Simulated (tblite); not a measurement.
A geometry optimisation, step by step.

Compound: C6H10FNSi2.
SMILES with atom numbers: `[F:1][c:2]1[cH:3][cH:4][cH:5][c:6]([SiH2:7][NH:8][SiH3:9])[cH:10]1` (hydrogens: H11 on C3; H12 on C4; H13 on C5; H14, H15 on Si7; H16 on N8; H17, H18, H19 on Si9; H20 on C10)

Computed with GFN2-xTB (tblite), gas phase: L-BFGS steps from a force-field or distance-geometry start until the largest atomic force falls under 0.01 eV/Å. 5 of its 91 geometries are shown.

Step 0: E = -791.2235 eV, largest atomic force 2.373 eV/Å
```
atom  x, y, z in Å  |  force x, y, z in eV/Å
F1     -3.497   -2.162    0.919   -0.293  -0.218   0.106
C2     -2.770   -1.131    0.463    1.016   0.097  -0.104
C3     -3.360    0.089    0.240   -0.675   0.843  -0.253
C4     -2.599    1.163   -0.235    0.500  -0.904   0.288
C5     -1.229    0.978   -0.445   -0.407  -0.101   0.001
C6     -0.613   -0.264   -0.220   -0.758  -0.057   0.346
Si7     1.229   -0.496   -0.523   -1.006  -1.134  -0.637
N8      2.064    0.755    0.276   -0.866   0.314   0.994
Si9     3.729    0.540    0.077    2.345   0.357   0.060
C10    -1.407   -1.325    0.256    0.205   0.484  -0.286
H11    -4.435    0.212    0.415    0.485  -0.078  -0.056
H12    -3.062    2.119   -0.410   -0.009   0.000  -0.009
H13    -0.651    1.832   -0.800   -0.015  -0.391   0.111
H14     1.649   -1.796    0.062   -0.186   0.081  -0.260
H15     1.503   -0.440   -1.970    0.000   0.019   0.245
H16     1.827    0.725    1.272   -0.036   0.478  -0.439
H17     4.089    0.592   -1.355   -0.178  -0.069   0.381
H18     4.130   -0.735    0.713    0.128   0.168  -0.222
H19     4.375    1.659    0.804   -0.169  -0.242  -0.156
H20    -0.977   -2.305    0.460   -0.080   0.353  -0.110
```

Step 22: E = -791.6244 eV, largest atomic force 0.105 eV/Å
```
atom  x, y, z in Å  |  force x, y, z in eV/Å
F1     -3.562   -2.151    0.915   -0.054   0.032   0.009
C2     -2.808   -1.116    0.479    0.019   0.004  -0.010
C3     -3.406    0.108    0.244    0.015   0.005   0.007
C4     -2.610    1.147   -0.210    0.010   0.011  -0.002
C5     -1.255    0.954   -0.416    0.021  -0.029   0.017
C6     -0.658   -0.279   -0.174    0.053  -0.015  -0.017
Si7     1.164   -0.607   -0.533    0.028  -0.087  -0.052
N8      2.175    0.509    0.309   -0.041   0.006  -0.051
Si9     3.899    0.563    0.150    0.019   0.043   0.019
C10    -1.459   -1.321    0.274    0.030   0.012  -0.005
H11    -4.464    0.233    0.414    0.002   0.011  -0.013
H12    -3.051    2.112   -0.412   -0.036   0.009   0.018
H13    -0.643    1.770   -0.775   -0.037  -0.014   0.019
H14     1.453   -1.990   -0.134    0.020  -0.011   0.005
H15     1.448   -0.430   -1.961   -0.052  -0.012  -0.030
H16     1.764    1.044    1.053   -0.018   0.007   0.068
H17     4.174    0.665   -1.278    0.050   0.007  -0.040
H18     4.526   -0.640    0.696    0.010  -0.079   0.014
H19     4.346    1.733    0.898   -0.018   0.091   0.032
H20    -1.037   -2.297    0.460   -0.021   0.006   0.012
```

Step 45: E = -791.6421 eV, largest atomic force 0.075 eV/Å
```
atom  x, y, z in Å  |  force x, y, z in eV/Å
F1     -3.600   -2.110    0.932    0.021   0.001   0.002
C2     -2.812   -1.100    0.494   -0.010   0.006  -0.013
C3     -3.384    0.135    0.257    0.004   0.003  -0.009
C4     -2.563    1.158   -0.187    0.013   0.011  -0.017
C5     -1.214    0.930   -0.397    0.010   0.005   0.006
C6     -0.643   -0.319   -0.173   -0.026  -0.007  -0.006
Si7     1.166   -0.671   -0.589   -0.033   0.045   0.010
N8      2.152    0.489    0.233    0.034  -0.046  -0.049
Si9     3.883    0.620    0.166   -0.017  -0.015  -0.016
C10    -1.468   -1.339    0.285   -0.020  -0.020   0.010
H11    -4.442    0.281    0.409    0.018   0.002   0.027
H12    -2.987    2.132   -0.382    0.015   0.003   0.009
H13    -0.586    1.735   -0.749    0.004   0.017  -0.013
H14     1.465   -2.052   -0.192    0.040  -0.010   0.017
H15     1.368   -0.507   -2.033    0.033   0.010   0.020
H16     1.718    0.966    1.005   -0.037   0.010   0.021
H17     4.254    0.743   -1.243   -0.015  -0.004   0.017
H18     4.523   -0.565    0.747    0.005  -0.013  -0.006
H19     4.235    1.810    0.940   -0.039   0.018  -0.004
H20    -1.072   -2.324    0.475    0.002  -0.017  -0.005
```

Step 68: E = -791.6515 eV, largest atomic force 0.037 eV/Å
```
atom  x, y, z in Å  |  force x, y, z in eV/Å
F1     -3.624   -2.057    0.962   -0.006  -0.017  -0.008
C2     -2.809   -1.081    0.499   -0.007  -0.001   0.003
C3     -3.330    0.184    0.305   -0.002   0.005   0.026
C4     -2.484    1.176   -0.159   -0.007  -0.004  -0.003
C5     -1.157    0.889   -0.421    0.007   0.007  -0.011
C6     -0.635   -0.387   -0.229    0.003  -0.001  -0.011
Si7     1.175   -0.749   -0.628   -0.007  -0.035  -0.010
N8      2.097    0.442    0.220   -0.030   0.012  -0.006
Si9     3.813    0.678    0.187    0.012  -0.015   0.010
C10    -1.486   -1.380    0.238    0.001   0.002  -0.017
H11    -4.370    0.378    0.515   -0.017  -0.004   0.009
H12    -2.867    2.174   -0.315    0.002   0.003  -0.009
H13    -0.507    1.669   -0.788    0.015   0.014   0.005
H14     1.512   -2.115   -0.212   -0.008   0.000   0.013
H15     1.423   -0.586   -2.064    0.004   0.003  -0.001
H16     1.607    0.919    0.959    0.012   0.002   0.011
H17     4.207    0.802   -1.215    0.003   0.013  -0.002
H18     4.510   -0.461    0.792    0.012   0.001   0.006
H19     4.049    1.900    0.955    0.008   0.006  -0.011
H20    -1.129   -2.385    0.398    0.005   0.008   0.005
```

Step 90: E = -791.6527 eV, largest atomic force 0.009 eV/Å
```
atom  x, y, z in Å  |  force x, y, z in eV/Å
F1     -3.624   -2.062    0.948    0.004   0.004  -0.004
C2     -2.810   -1.081    0.492    0.002   0.002   0.000
C3     -3.329    0.188    0.316    0.000   0.000   0.000
C4     -2.483    1.179   -0.153   -0.001   0.002   0.002
C5     -1.157    0.893   -0.426   -0.005  -0.001  -0.002
C6     -0.637   -0.385   -0.244   -0.004  -0.001   0.003
Si7     1.175   -0.759   -0.625    0.000  -0.002   0.002
N8      2.093    0.443    0.214    0.004  -0.004   0.000
Si9     3.811    0.685    0.182   -0.005   0.005   0.003
C10    -1.490   -1.379    0.219   -0.003  -0.007  -0.004
H11    -4.365    0.383    0.542    0.001   0.006  -0.007
H12    -2.865    2.178   -0.304    0.001   0.001   0.003
H13    -0.507    1.675   -0.791    0.000  -0.001   0.006
H14     1.489   -2.122   -0.179    0.004   0.003   0.003
H15     1.450   -0.616   -2.057   -0.003   0.000   0.000
H16     1.613    0.895    0.975    0.002  -0.001  -0.001
H17     4.204    0.806   -1.219   -0.003  -0.001   0.000
H18     4.519   -0.442    0.800    0.003   0.002   0.000
H19     4.040    1.917    0.938    0.002  -0.002  -0.007
H20    -1.133   -2.386    0.370    0.004  -0.006   0.002
```

Q: Summarise the path.

A: The energy falls by 0.4293 eV from step 0 to step 90; nine tenths of that is first reached at step 15. It falls at every step. The largest force goes from 2.373 to 0.009 eV/Å. Among the bonds N8–Si9 changes most, from 1.690 to 1.735 Å; the atoms move by 0.268 Å rms after alignment.

Q: Follow the three bonds and two angles with the largest change from start to end.

A: 
| step | E above end (eV) | largest force (eV/Å) | N8–Si9 (Å) | Si7–N8 (Å) | C6–C10 (Å) | Si7–N8–Si9 (°) | Si7–N8–H16 (°) |
| --- | --- | --- | --- | --- | --- | --- | --- |
| 0 | 0.4293 | 2.373 | 1.690 | 1.703 | 1.408 | 109.5 | 108.8 |
| 4 | 0.2161 | 0.526 | 1.747 | 1.741 | 1.385 | 113.2 | 111.2 |
| 8 | 0.1047 | 0.375 | 1.727 | 1.719 | 1.383 | 120.1 | 116.8 |
| 12 | 0.0571 | 0.350 | 1.740 | 1.736 | 1.391 | 120.3 | 117.6 |
| 16 | 0.0407 | 0.134 | 1.735 | 1.727 | 1.388 | 120.6 | 118.3 |
| 20 | 0.0317 | 0.142 | 1.736 | 1.728 | 1.388 | 123.1 | 118.2 |
| 23 | 0.0266 | 0.125 | 1.731 | 1.725 | 1.389 | 124.2 | 117.7 |
| 27 | 0.0215 | 0.101 | 1.737 | 1.729 | 1.390 | 124.7 | 117.7 |
| 31 | 0.0174 | 0.066 | 1.734 | 1.728 | 1.390 | 126.1 | 116.5 |
| 35 | 0.0155 | 0.048 | 1.737 | 1.729 | 1.390 | 126.2 | 116.2 |
| 39 | 0.0139 | 0.057 | 1.737 | 1.730 | 1.389 | 126.2 | 115.8 |
| 43 | 0.0118 | 0.061 | 1.737 | 1.730 | 1.389 | 126.6 | 115.8 |
| 47 | 0.0096 | 0.056 | 1.736 | 1.730 | 1.389 | 127.2 | 115.7 |
| 51 | 0.0074 | 0.084 | 1.735 | 1.728 | 1.390 | 127.6 | 115.2 |
| 55 | 0.0047 | 0.046 | 1.735 | 1.728 | 1.388 | 127.1 | 115.3 |
| 59 | 0.0033 | 0.041 | 1.733 | 1.727 | 1.388 | 127.4 | 115.4 |
| 63 | 0.0024 | 0.041 | 1.734 | 1.729 | 1.389 | 127.0 | 116.0 |
| 67 | 0.0015 | 0.055 | 1.733 | 1.728 | 1.389 | 127.7 | 115.4 |
| 70 | 0.0009 | 0.028 | 1.734 | 1.729 | 1.389 | 127.7 | 115.4 |
| 74 | 0.0005 | 0.013 | 1.734 | 1.729 | 1.389 | 127.7 | 115.4 |
| 78 | 0.0004 | 0.018 | 1.734 | 1.730 | 1.389 | 127.8 | 115.3 |
| 82 | 0.0002 | 0.013 | 1.735 | 1.730 | 1.389 | 127.7 | 115.2 |
| 86 | 0.0001 | 0.015 | 1.734 | 1.729 | 1.389 | 128.0 | 115.1 |
| 90 | 0.0000 | 0.009 | 1.735 | 1.729 | 1.389 | 127.9 | 115.1 |

The cost below is that of the whole relaxation. The run took 1.6 s on Arm Neoverse N1, one thread, shared host.
